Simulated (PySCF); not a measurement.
A computed series [M(H2O)2]2+

Computed with PySCF 2.14.0, PBE0, def2-SVP on the ligands, density fitting, scalar-relativistic core potentials, no spin-orbit coupling, vacuum. Each member is relaxed from one template within its symmetry. Distances are means of the shortest metal–ligand contacts, charges and spins Mulliken's; removal energies are rigid, with the ligand's formal charge and no counterpoise, so too large; for an anion taken off a cation in vacuum most of it is the attraction of opposite charges, and multiply charged cations can part far more cheaply with an electron moved from ligand to metal. lcecp potentials hold a fixed number of 4f electrons in the core, out of states, spins and gaps.

| metal | basis on the metal | point group | M–H2O (Å) | charge on M (e) | removal of one H2O (eV) | strongest infrared band, degenerate modes summed (cm⁻¹) | unstable modes (below −25 cm⁻¹) |
| --- | --- | --- | --- | --- | --- | --- | --- |
| Sm | lcecp-0-SVP with ECP52 | D2d | 2.496 | 1.59 | 2.11 | 558 | 0 (lowest -24 cm⁻¹, within noise) |

**Question.** Order these by the M–H2O distance, lowest first.
A. Ce, lcecp-0-SVP with ECP48
B. Tm, lcecp-0-SVP with ECP59
C. Pb, def2-SVP with ECP60
D. Yb, def2-SVP with ECP28
E. Gd, lcecp-0-SVP with ECP54

**Answer.** D (2.301), C (2.358), B (2.398), E (2.464), A (2.570).

**Question.** What else do they give?

**Answer.** 
| metal | basis on the metal | point group | M–H2O (Å) | charge on M (e) | removal of one H2O (eV) | strongest infrared band, degenerate modes summed (cm⁻¹) | unstable modes (below −25 cm⁻¹) |
| --- | --- | --- | --- | --- | --- | --- | --- |
| Ce | lcecp-0-SVP with ECP48 | D2d | 2.570 | 1.62 | 1.99 | 554 | 0 (lowest -24 cm⁻¹, within noise) |
| Gd | lcecp-0-SVP with ECP54 | D2d | 2.464 | 1.59 | 2.17 | 562 | 0 (lowest -20 cm⁻¹, within noise) |
| Tm | lcecp-0-SVP with ECP59 | D2d | 2.398 | 1.56 | 2.30 | 562 | 0 (lowest -15 cm⁻¹, within noise) |
| Yb | def2-SVP with ECP28 | C1 | 2.301 | 1.57 | 2.44 | – | 1 (soft) |
| Pb | def2-SVP with ECP60 | C1 | 2.358 | 1.50 | 2.44 | – | 1 (soft) |

From Ce to Tm the M–H2O distance shrinks by 0.17 Å, the lanthanide contraction, and the energy to remove one H2O rises by 0.32 eV.

Members with unstable modes aren't minima as they stand: saddle points kept by symmetry or, where the modes are soft, flat surfaces and noise. Moved off a saddle point of the template and relaxed again: Yb, Pb. One start shape was tried for each, so a minimum needn't be the lowest isomer. Oxidation states forced by the potential, rare, strongly oxidising or of another configuration in reality: [Ce(H2O)2]2+, [Gd(H2O)2]2+.
